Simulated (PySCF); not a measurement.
Mapped SMILES: `[Cl:1][c:2]1[cH:3][n:4][se:5][cH:6]1` (H(Xn): hydrogen on atom n).

Geometry: PBE0-D3(BJ)/def2-SVP; GIAO shifts from PySCF 2.14, gas phase, non-relativistic, averaged over equivalent atoms.

At PBE0/6-31G* (110 basis functions, 10 s wall time on 1 thread of an Arm Neoverse V1, shared host):
| atoms | δ (ppm) |
| --- | --- |
| Cl1 | 125.2 |
| C3 | 151.2 |
| C6 | 145.9 |
| C2 | 120.6 |
| N4 | 335.0 |
| Se5 | 948.1 |
| H(C3) | 8.19 |
| H(C6) | 8.10 |

Chemical shifts δ = σref − σ; ³⁵Cl (σ = 929.83 ppm) vs HCl; ¹³C (σ = 194.14 ppm) and ¹H (σ = 31.96 ppm) vs TMS; ¹⁵N (σ = 259.38 ppm) against NH3; Me2Se for ⁷⁷Se (σ = 1923.20 ppm), all at this level.

Q: Predict the values at PBE/pcSseg-2 on the same geometry.

A: 
```
atoms  δ at PBE/pcSseg-2  change
  Cl1              207.9   +82.7
   C3              166.3   +15.1
   C6              155.7    +9.8
   C2              134.6   +14.0
   N4              374.2   +39.2
  Se5             1013.5   +65.4
H(C3)               8.52   +0.33
H(C6)               8.38   +0.28
```

References, each an isolated molecule treated in the same way: ³⁵Cl (933.94 ppm) vs HCl; TMS for ¹³C (179.39 ppm) and ¹H (31.18 ppm); NH3 for ¹⁵N (261.04 ppm); ⁷⁷Se (1678.11 ppm) vs Me2Se.

The largest change is at Cl1 (chlorine bonded to C). Cost: 278 basis functions, 54 s wall time on 1 thread of an Arm Neoverse V1, shared host. The order of the carbon signals is the same at both levels.

Relativistic effects, spin–orbit coupling among them, are left out; they matter for Se and for the light atoms bonded to it. Carbons that carry Cl, above all several Cl atoms, come out too deshielded, partly because spin–orbit coupling is missing. Experimental scales use liquid or dissolved standards, which lie at an offset from isolated NH3 (liquid NH3: subtract about 20 ppm). Unscaled 15N shifts of sp2 nitrogen come out 20 to 40 ppm too high even then.
